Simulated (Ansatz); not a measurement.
Stepwise reaction of `[NH2][Ge]([F])([F])[Cl]` with hydrogen, as a gas-phase model of exchange steps in deposition or etching. ΔE in kJ/mol; ΔG adds harmonic PBE0-D4 terms to CCSD(T)/CBS, at 1 bar.

Computed with Ansatz on PBE0-D4/def2-TZVP structures; ΔE is electronic, products minus reactants. CCSD(T)/CBS adds triple-zeta CCSD(T) − MP2 to the extrapolated MP2 energy (def2 sets, frozen cores). This one scheme is used for every species. DFT in def2-TZVPP. B3LYP here is the variant with VWN-RPA as its local correlation; programs differ in this. For Ge outer-core shells are correlated without core-valence functions, which leaves a few kJ/mol of doubt a bond. Scalar relativity is left out up to krypton. One conformer a species, not always the lowest.

```tsv
step	reaction	PBE-D4	B3LYP-D4	ωB97M-V	CCSD(T)/CBS	ΔG(600 K)
2	`[NH2][GeH]([F])[Cl]` + H₂ → `[NH2][GeH2][Cl]` + H–F	48.1	52.3	52.6	46.0	46.3
```

Task: Give the row of step 1, `[NH2][Ge]([F])([F])[Cl]` + H₂ → `[NH2][GeH]([F])[Cl]` + H–F. (Estimate.)

Result: Ansatz gave: 
```csv
step,reaction,PBE-D4,B3LYP-D4,ωB97M-V,CCSD(T)/CBS,ΔG(600 K)
1,`[NH2][Ge]([F])([F])[Cl]` + H₂ → `[NH2][GeH]([F])[Cl]` + H–F,41.7,45.5,45.8,40.0,39.5
```

Task: By hand: ΔE of the 2 steps together at CCSD(T)/CBS.

Result: (40.0) + (46.0) = 86.0 kJ/mol, or 43.0 kJ/mol a step.

In ΔE each step is higher than the one before. All are uphill at CCSD(T)/CBS. ΔG lies between 39.5 and 46.3 kJ/mol a step. PBE-D4 differs from CCSD(T)/CBS by 1.7 to 2.1 kJ/mol a step. Only this route is followed, and other bonds may react first. Isolated molecules leave out the surface, adducts and barriers. Largest T1 diagnostic: 0.011.
